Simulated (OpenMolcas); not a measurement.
**Re VI: effect of the active space**

| Item | Value |
| --- | --- |
| Program | OpenMolcas |
| Method | SS-CASPT2 or its RAS form, IPEA 0.25 Eh, imaginary shift 0.1 Eh |
| Basis | ANO-RCC-VQZP |
| Scalar Hamiltonian | DKH2, point nucleus |
| Spin-orbit coupling | state interaction with AMFI integrals over the reference wave functions, term energies averaged over their components |

A. 2 electrons in 5 orbitals (5d); 2S+1 = 3 even, 10 roots; 2S+1 = 1 even, 15 roots; closed shells correlated: 5s 5p; CASPT2 step of the order of 40 core-seconds
B. 8 electrons in 8 orbitals (RAS1 5p, at most 2 holes; RAS2 5d); 2S+1 = 3 even, 10 roots; 2S+1 = 1 even, 15 roots; closed shells correlated: 5s; CASPT2 step roughly 60 core-seconds
C. 2 electrons in 10 orbitals (5d 6d); 2S+1 = 3 even, 10 roots; 2S+1 = 1 even, 15 roots; closed shells correlated: 5s 5p; CASPT2 step about 6 core-minutes

Energies in cm⁻¹ above 5d² ³F₂.

```
         Level      A      B      C
       5d² ³F₂    0.0    0.0    0.0
       5d² ³F₃   8180   8610   8220
       5d² ³F₄  14690  15320  14770
       5d² ³P₀  14950  14990  15110
5d² ¹D₂ [53 %]  16640  17040  16690
       5d² ³P₁  19800  20100  19840
       5d² ¹G₄  27010  27630  27160
5d² ³P₂ [62 %]  28000  28770  28020
       5d² ¹S₀  51010  51420  51110
```

Among A to C the level of the table that moves most is 5d² ³P₂ [62 %], by 760 cm-1 (lowest in A, highest in B). Moves below CASPT2's spread within the term are not significant.

Term energies are means over components that CASPT2 splits; among the terms shown or strongly mixed into the levels shown the widest spread is 570 cm-1 (5d² ³F, C). Active for correlation alone: 5p; no level in the range computed is led by a configuration that opens it, so any true level of that kind is missing (holds for B). Active for correlation alone: 6d; no level in the range computed is led by a configuration that fills it, so any true level of that kind is missing (holds for C). Levels of configurations outside the active space are missing.

A share in square brackets marks a mixed level and gives the weight of the term that names it, the lowest over the columns.
